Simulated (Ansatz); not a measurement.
A run for Ansatz (a first-principles code): U-CCSD(T)/def2-QZVPP on Au, 2S+1 = 2, a spin state set in the input, which need not be the lowest. Elements past Kr take the def2 small-core potentials; no spin–orbit coupling. Files ending in .json are basis or fitting sets from the Basis Set Exchange.

Ansatz 0.2 input:
```yaml
crystal:
  periodic: [false, false, false]
  atoms:
    - {symbol: Au, position_ang: [0.00000000, 0.00000000, 0.00000000]}
basis:
  gaussian:
    orbitals: def2-QZVPP.json
magnetization: {spin_polarized: true, initial_magnetization: 1}
correlation: {method: ccsd_t, electrons: valence}
scf: {lower_state_search: full}
```

Output:

```
Functional definition: HF
[...]
integrals: 0.12 GiB planned
581 factors; integrals over basis functions are off by at most 2.1e-4 eV
mean field: 0.16 GiB planned
mean field evaluation 1: about -3667.0246 eV, gradient 1.5e1 eV
mean field evaluation 2: about -3667.0246 eV, gradient 1.5e1 eV
mean field evaluation 4: about -3667.8106 eV, gradient 8.5e-1 eV
mean field evaluation 8: about -3667.8205 eV, gradient 6.5e-4 eV
mean field evaluation 16: about -3667.0246 eV, gradient 1.5e1 eV
mean field evaluation 32: about -3665.8633 eV, gradient 9.2e0 eV
mean field evaluation 64: about -3666.0635 eV, gradient 3.9e-4 eV
mean field evaluation 96: about -3666.0620 eV, gradient 6.4e-2 eV
mean field evaluation 128: about -3661.4197 eV, gradient 1.4e0 eV
mean field evaluation 160: about -3661.2311 eV, gradient 9.9e-3 eV
mean field evaluation 192: about -3666.0636 eV, gradient 5.0e-2 eV
mean field -3667.82049107 eV, -134.7899169090 hartree, gradient 1.5e-6 eV, S^2 0.752771; 6 other end points of the search recorded, 0 dependent functions left out
determinant -3667.82049107 eV, -134.7899169090 hartree, with singles and doubles -3684.76021503 eV, -135.4124402823 hartree
determinant -3666.06346805 eV, -134.7253475037 hartree, with singles and doubles -3683.08773117 eV, -135.3509776340 hartree
reference -3667.82049107 eV, -134.7899169090 hartree; 10, 9 occupied and 78, 79 virtual orbitals, 581 factors
second order -17.93295921 eV of doubles, -0.00000000 eV of singles
coupled cluster: 0.45 GiB planned
cycle   1  -16.89716277 eV  change   -8.1e-1 eV  update   1.9e-2
cycle   2  -16.92378617 eV  change   -2.7e-2 eV  update   4.7e-3
cycle   3  -16.91931791 eV  change    4.5e-3 eV  update   2.0e-3
cycle   4  -16.91922137 eV  change    9.7e-5 eV  update   4.4e-4
cycle   5  -16.91955143 eV  change   -3.3e-4 eV  update   1.1e-4
cycle   6  -16.91953941 eV  change    1.2e-5 eV  update   2.7e-5
cycle   7  -16.91955368 eV  change   -1.4e-5 eV  update   5.2e-6
perturbative correction -0.63387879 eV, -0.0232946160 hartree
Total energy: -3685.37392354 eV, -135.4349936540 hartree
```

The calculation finished and met its thresholds.

Cost: roughly 16 core-seconds.
